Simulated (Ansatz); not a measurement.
Reaction (formal exchange of groups at the Se–Ga bond): `[F][Ga]([SH])[SeH]` + `[NH2][GaH2]` → `[NH2][GaH][SeH]` + `[F][GaH][SH]`

Program: Ansatz. Geometries: PBE0-D4/def2-TZVP. ΔE: electronic, gas phase. CBS: MP2 limit from def2 TZ/QZ plus the TZ coupled-cluster correction, frozen cores. For Ga, Se outer-core shells are correlated without core-valence functions, which leaves a few kJ/mol of doubt a bond. Scalar relativity is left out up to krypton. Each species was taken in one conformer, which may not be the lowest.

`[F][Ga]([SH])[SeH]`:

```xyz
6

F    -1.360   -1.285   -1.055
Ga   -0.278   -0.139   -0.290
S     0.755   -0.837    1.503
Se   -0.120    1.925   -1.299
H     0.161   -2.042    1.424
H     0.842    2.378   -0.284
```

`[NH2][GaH2]`:

```xyz
6

N    -0.048    0.934    0.186
Ga    0.043   -0.842   -0.168
H     0.587    1.419    0.797
H    -0.739    1.551   -0.204
H     1.187   -1.641    0.533
H    -1.031   -1.420   -1.143
```

`[NH2][GaH][SeH]`:

```xyz
7

N     1.300    0.371   -0.657
Ga   -0.413   -0.035   -0.239
Se   -0.793   -0.503    2.012
H     2.053    0.395    0.008
H     1.605    0.595   -1.588
H    -1.535   -0.063   -1.314
H    -2.218   -0.760    1.776
```

`[F][GaH][SH]`:

Z-matrix (Å, degrees):
```
Ga
F 1 1.756
S 1 2.183 2 113.1
H 1 1.547 2 118.7 3 180.0
H 3 1.345 1 92.1 2 -0.0
```

| species | MP2/def2-TZVPP energy (Eh) |
| --- | --- |
| `[F][Ga]([SH])[SeH]` | -4822.33794 |
| `[NH2][GaH2]` | -1980.51567 |
| `[NH2][GaH][SeH]` | -4380.67875 |
| `[F][GaH][SH]` | -2422.17739 |

(1) Work out ΔE.

(2) What do rigid-rotor, harmonic-oscillator terms from PBE0-D4/def2-TZVP frequencies (298.15 K, 1 bar) make of the CCSD(T)/CBS value? (Estimate.)

Largest T1 diagnostic among the species: 0.014.

Answers

(1) ΔE = (-4380.67875) + (-2422.17739) − (-4822.33794) − (-1980.51567) = -0.00253 Eh = -6.6 kJ/mol. CCSD(T)/CBS gives -7.6 kJ/mol.

(2) Computed: ΔZPE = +0.3 kJ/mol, ΔH = -7.7 kJ/mol, ΔS = 9 J/(mol·K), ΔG = -10.6 kJ/mol.

Leaving LDA and LC-ωPBE aside and taking each functional with its dispersion term where it has one, the values, not all of them listed here, spread over 3.7 kJ/mol, from r2SCAN0-D4 to BLYP-D4. In def2-TZVPP, CCSD(T) changes the Hartree–Fock value by +3.5 kJ/mol (the triples alone add +0.8 kJ/mol) and MP2 by +3.3 kJ/mol.
